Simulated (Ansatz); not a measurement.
Start from `CCOC` and change one atom or group to get `CO[CH2][AlH][GaH2]`.

Ansatz, PBE0-D4/def2-TZVP geometries, multiplicity 1. Each molecule was computed in one conformer, which needn't be the lowest.

Scalar relativity is left out up to krypton.

```csv
property,`CCOC`
HOMO energy (ωB97M-V/def2-TZVPP) / eV,-9.78
LUMO energy (PBE/def2-TZVPP) / eV,0.55
HOMO energy (PBE0/def2-TZVPP) / eV,-7.36
"ideal-gas entropy at 298 K and 1 bar (rigid rotor, harmonic PBE0-D4/def2-TZVP) / J/(mol·K)",302
HOMO–LUMO gap (ωB97M-V/def2-TZVPP) / eV,12.60
LUMO energy (PBE0/def2-TZVPP) / eV,1.37
```

(1) Give the same properties after the change, and the shifts. (Estimate.)

Results:

(1) The calculation gave: 
```
                                                                                  property  `CO[CH2][AlH][GaH2]`  shift
                                                     HOMO energy (ωB97M-V/def2-TZVPP) / eV                 -8.13   1.65
                                                         LUMO energy (PBE/def2-TZVPP) / eV                 -2.28  -2.83
                                                        HOMO energy (PBE0/def2-TZVPP) / eV                 -6.18   1.18
ideal-gas entropy at 298 K and 1 bar (rigid rotor, harmonic PBE0-D4/def2-TZVP) / J/(mol·K)                   383     81
                                                   HOMO–LUMO gap (ωB97M-V/def2-TZVPP) / eV                  8.22  -4.38
                                                        LUMO energy (PBE0/def2-TZVPP) / eV                 -1.53  -2.90
```

With PBE0 the HOMO rises by 1.18 eV and the LUMO falls by 2.90 eV, so the gap narrows by about 4.08 eV. PBE moves the HOMO by 0.58 eV and ωB97M-V by 1.65 eV. The zero-point energy changes by -48.1 kJ/mol with +3 modes.
